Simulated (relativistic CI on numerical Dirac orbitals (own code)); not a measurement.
B: q coefficients

Computed by Dirac-Coulomb-Breit CI, separate exchange-only KLI orbitals for each configuration, valence Slater integrals scaled by 0.85, P86 correlation energy added to each configuration, derivatives by finite differences, QED left out (own radial code, finite nucleus).

Configuration list (outside the closed core 1s2): 2s2.2p, 2s.2p2, 2s2.3s, 2s2.3p, 2s2.3d, 2s2.4s, 2s2.4p, 2s2.4f. Levels of other configurations are missing.

With x = (α/α₀)² − 1 an excitation energy changes as ω = ω₀ + qx; K = 2q/ω₀ is the relative enhancement. Terms are leading LS components, so labels can repeat.

Lowest level 2s2.2p 2P°_1/2.

| Level | ω₀ (cm⁻¹) | q (cm⁻¹) |
| --- | --- | --- |
| 2s2.2p 2P°_3/2 | 14.3 | 14.25 |
| 2s.2p2 4P_1/2 | 22295.7 | 45.97 |
| 2s.2p2 4P_3/2 | 22301.3 | 51.5 |
| 2s.2p2 4P_5/2 | 22307.3 | 57.55 |
| 2s2.3s 2S_1/2 | 42044.8 | -16.81 |
| 2s.2p2 2D_3/2 | 46964.7 | 49.9 |
| 2s.2p2 2D_5/2 | 46964.9 | 50.08 |
| 2s2.3p 2P°_1/2 | 50464.7 | -14.08 |
| 2s2.3p 2P°_3/2 | 50466.7 | -12.06 |
| 2s2.3d 2D_3/2 | 56482.5 | -9.544 |
| 2s2.3d 2D_5/2 | 56482.8 | -9.29 |
| 2s2.4s 2S_1/2 | 57313.9 | -11.88 |
| 2s2.4p 2P°_1/2 | 60188.4 | -14.02 |
| 2s2.4p 2P°_3/2 | 60189.0 | -13.4 |
| 2s.2p2 2S_1/2 | 60397.0 | 53.07 |
| 2s2.4f 2F°_5/2 | 63654.3 | -13.74 |
| 2s2.4f 2F°_7/2 | 63654.3 | -13.73 |

Correlation outside the listed configurations is missing or only estimated: errors of thousands of cm⁻¹ between configurations and terms are usual at this charge. Rates and lifetimes follow the computed energies and can be off by large factors. The fine structure of a lone outer electron comes out too small, for d and f at times inverted, and misplaced configurations move strength between like terms.

Problem. Which transition from the lowest level has the largest |K|?

Solution. 2s2.2p 2P°_3/2 at 14.3 cm⁻¹, K = 2.
